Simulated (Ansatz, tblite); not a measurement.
Removing an electron: HgF₂⁻. Charge -1, multiplicity 2. Geometry: PBE-D4/def2-TZVPD. Ansatz, gas phase; energy differences of separate SCF runs; the oxidised species is a singlet (the triplet lies 2.51 eV higher at PBE0-D4/def2-TZVPD).

```xyz
3

Hg    0.3603   -0.1152    0.1307
F     0.3763    2.1216    0.2199
F    -0.7366   -2.0064   -0.3507
```

In the def2 sets Hg takes a core potential; there is no spin–orbit coupling. The xTB rows come from tblite. Correlated methods freeze 2 core orbitals; core or outer-core shells of Hg are correlated, in sets that lack core-valence functions. The structure comes from a short search, and lower isomers may exist.

| level | −HOMO (eV) | vertical IE (eV) | −LUMO (eV) | HOMO–LUMO gap (eV) | remarks |
| --- | --- | --- | --- | --- | --- |
| GFN1-xTB | – | 8.27 | – | – | – |
| GFN2-xTB | – | 7.87 | – | – | – |
| HF/def2-TZVPPD | – | 2.43 | – | – | – |
| PBE-D4/def2-TZVPD | -0.17 | 2.94 | -0.80 | 0.63 | HOMO above zero (-1 doublet) |
| r2SCAN-D4/def2-TZVPD | 0.09 | 3.04 | -1.03 | 1.13 | – |
| PBE0-D4/def2-TZVPD | 0.87 | 3.05 | -1.73 | 2.60 | – |
| MP2/def2-TZVPPD | – | 3.13 | – | – | – |
| CCSD/def2-TZVPPD | – | 2.97 | – | – | large T1 (0.029) (singlet) |
| CCSD(T)/def2-TZVPPD | – | 2.89 | – | – | large T1 (0.029) (singlet) |

  A HOMO above zero means that the electron is unbound at that level or that self-interaction error raises the level; the energy of removing that electron tells which. HOMO and LUMO are the levels of the spin that leaves or enters (xTB has no such levels and no spin-polarisation term). Other spin states of the ions may lie lower, which would lower the ionisation energy or raise the affinity. Raw xTB energy differences between charge states are shifted by several eV; the methods need an empirical correction for them.
